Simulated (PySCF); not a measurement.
**Indium: a sound run and one with changed settings**

Sound run: In [Kr] 4d10 5s2 5p1, In⁺ [Kr] 4d10 5s2. All numbers are calculated (PySCF 2.14, a scalar-relativistic core potential, in aug-cc-pVDZ-PP with ECP28MDF (5s4p3d, 32 functions)). The sound run starts from symmetry-adapted Hartree-Fock orbitals and uses a fine grid where one is needed.

A second run was set up differently.

| species | method | sound run (hartree) | changed run (hartree) | converged |
| --- | --- | --- | --- | --- |
| In | UHF | -189.20558 | -189.20558 | yes |
| In | MN15 | -189.69880 | -189.68478 | yes |
| In | PBE | -190.11098 | -190.11288 | yes |
| In⁺ | UHF | -189.01436 | -189.01436 | yes |
| In⁺ | MN15 | -189.49105 | -189.47678 | yes |
| In⁺ | PBE | -189.90593 | -189.90779 | yes |

Ionisation energy of In:

```tsv
method	sound run (eV)	changed run (eV)
UHF	5.203	5.203
MN15	5.653	5.660
PBE	5.580	5.581
```

(1) What was changed?
A. a valence shell is frozen
B. level shift left on
C. radial grid too coarse
D. all electrons correlated in a valence basis

## Answers

(1) C. It used radial step 0.3 in ln r (0.13 in the sound run). A coarse radial grid mis-integrates the density and the exchange-correlation energy, with errors of either sign; Hartree-Fock needs no grid.
